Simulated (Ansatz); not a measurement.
Start from `B[CH](C)[ZnH]` and change one atom or group to get `BC(C)O[SiH3]`.

Ansatz, PBE0-D4/def2-TZVP geometries, multiplicity 1. Each molecule was computed in one conformer, which needn't be the lowest.

Scalar relativity is left out up to krypton.

```csv
property,`B[CH](C)[ZnH]`
LUMO energy (B3LYP/def2-TZVPP) / eV,-1.61
HOMO energy (PBE0/def2-TZVPP) / eV,-7.33
HOMO energy (B3LYP/def2-TZVPP) / eV,-7.13
LUMO energy (ωB97M-V/def2-TZVPP) / eV,0.26
HOMO–LUMO gap (PBE/def2-TZVPP) / eV,4.08
HOMO–LUMO gap (B3LYP/def2-TZVPP) / eV,5.52
```

(1) Give the same properties after the change, and the shifts. (An estimate is asked.)

Answers

(1) Ansatz gave: 
| property | `BC(C)O[SiH3]` | shift |
| --- | --- | --- |
| LUMO energy (B3LYP/def2-TZVPP) / eV | -1.82 | -0.21 |
| HOMO energy (PBE0/def2-TZVPP) / eV | -8.06 | -0.73 |
| HOMO energy (B3LYP/def2-TZVPP) / eV | -7.84 | -0.71 |
| LUMO energy (ωB97M-V/def2-TZVPP) / eV | 0.32 | 0.06 |
| HOMO–LUMO gap (PBE/def2-TZVPP) / eV | 3.99 | -0.09 |
| HOMO–LUMO gap (B3LYP/def2-TZVPP) / eV | 6.02 | 0.50 |

With PBE0 the HOMO falls by 0.73 eV and the LUMO falls by 0.18 eV, so the gap widens by about 0.55 eV. PBE moves the HOMO by -0.30 eV and ωB97M-V by -0.95 eV.

B3LYP here is the variant with VWN-RPA as its local correlation; programs differ in this.
